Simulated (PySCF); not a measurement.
Steps of a relaxation of [Eu(H2O)]2+

[Eu(H2O)]2+ (singlet in the valence; each metal's 4f electrons, 7 of them, lie in its core potential, out of spins and levels). PySCF 2.14.0, RKS PBE0, Eu lcecp-0-SVP with ECP53, O def2-SVP, H def2-SVP; non-relativistic Hamiltonian with scalar-relativistic core potentials where named; density fitting; no spin-orbit coupling. Origin of the start: template. Columns: position (Å) and force (eV/Å). Energies are counted from the last step; some of the 6 steps are shown. Forces carry noise of the integration grid, about 0.01 to 0.03 eV/Å.

Run from Python with OMP_NUM_THREADS=2. Where DIIS fails, smearing, a level shift and second-order steps follow.
It took 10 s on 2 threads of AMD EPYC 7R43 64-Core Processor (Zen 3), on a shared host, from the converged density of the start.

```xyz
4
step 0  E = 0.115 eV
Eu    0.0000    0.0000   -0.2857     0.00    0.00    0.87
O     0.0000    0.0000    2.3594     0.00    0.00   -1.18
H     0.7700    0.0000    2.9493     0.07    0.00    0.15
H    -0.7700    0.0000    2.9493    -0.07    0.00    0.15
```

```xyz
4
step 2  E = 0.012 eV
Eu    0.0000    0.0000   -0.1137     0.00    0.00   -0.23
O     0.0000    0.0000    2.2747     0.00    0.00    0.90
H     0.7545    0.0000    2.9057    -0.03    0.00   -0.34
H    -0.7545    0.0000    2.9057     0.03    0.00   -0.34
```

```xyz
4
step 3  E = 0.002 eV
Eu    0.0000    0.0000   -0.1459     0.00    0.00    0.12
O     0.0000    0.0000    2.2974     0.00    0.00    0.12
H     0.7628    0.0000    2.9105    -0.03    0.00   -0.12
H    -0.7628    0.0000    2.9105     0.03    0.00   -0.12
```

Question: Where does the relaxation end?

Answer: It converges at step 5 in C2v:
```xyz
4
step 5  E = 0
Eu    0.0000    0.0000   -0.1285
O     0.0000    0.0000    2.2964
H     0.7660    0.0000    2.9022
H    -0.7660    0.0000    2.9022
```

Question: How did the contacts change?

Answer: 
| contact | start (Å) | end (Å) |
| --- | --- | --- |
| Eu1–O2 (H2O) | 2.645 | 2.425 |


An lcecp potential fixes the number of 4f electrons, so in runs with it no electron can move into or out of that shell.
